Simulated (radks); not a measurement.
Task: Species: Mo IV. Configuration: [Kr] 4d1 5p2 (not the ground configuration). Method: Dirac Kohn-Sham, LDA (Slater exchange, Perdew-Wang correlation), spin-unpolarised, spherical densities, finite nucleus; open shells are shared between the two j in proportion to 2j + 1; Fermi nuclear charge, rms radius 4.4091 fm; computed with a radial shooting solver on a logarithmic mesh with Libxc functionals. Some entries of the table are withheld. Estimate them.

orbital,occ.,eigenvalue (hartree),<r^2> (bohr^2)
1s1/2,2,-728.7458,0.001672
2s1/2,2,-104.3936,0.02785
2p1/2,2,-96.23792,0.02101
2p3/2,4,-92.32928,0.02238
3s1/2,2,-19.13314,0.2113
3p1/2,2,(1),0.2092
3p3/2,4,(2),0.2195
3d3/2,4,(3),(4)
3d5/2,6,(5),(6)
4s1/2,2,-3.94304,1.319
4p1/2,2,-3.02792,1.548
4p3/2,4,-2.92616,1.617
4d3/2,0.4,-1.54056,2.597
4d5/2,0.6,-1.52797,2.632
5p1/2,0.666667,(7),(8)
5p3/2,1.33333,(9),(10)

Result: 
(1) 3p1/2 eigenvalue (hartree): -16.02889
(2) 3p3/2 eigenvalue (hartree): -15.38371
(3) 3d3/2 eigenvalue (hartree): -9.87712
(4) 3d3/2 <r^2> (bohr^2): 0.2052
(5) 3d5/2 eigenvalue (hartree): -9.75467
(6) 3d5/2 <r^2> (bohr^2): 0.2085
(7) 5p1/2 eigenvalue (hartree): -0.92537
(8) 5p1/2 <r^2> (bohr^2): 9.154
(9) 5p3/2 eigenvalue (hartree): -0.90700
(10) 5p3/2 <r^2> (bohr^2): 9.467
